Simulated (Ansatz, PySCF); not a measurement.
This triplet is an excited state, 1.85 eV above the relaxed singlet at the level frozen-core CCSD(T)/cc-pVTZ // B3LYP-D3(BJ)/def2-TZVP (Ansatz, a quantum-chemistry and plane-wave program).

B3LYP has the VWN-RPA correlation part, as in Gaussian. 

Cartesian coordinates (Å):
SMILES: [OH][GeH]
```xyz
4

O     -0.9994     0.2669     0.2818
Ge     0.7316     0.4137     0.7718
H     -1.4643    -0.4128     0.7840
H      1.7321    -0.2678    -0.2339
```
Charge 0, spin multiplicity 3.

Give the total energy, highest occupied spin orbital and dipole moment at the level B3LYP-D3(BJ)/def2-TZVP (PySCF).


```
Quantity                              Result
-----------------------------  -------------
total energy                   -2153.4396 Ha
highest occupied spin orbital       -4.79 eV
dipole moment                         1.41 D
```
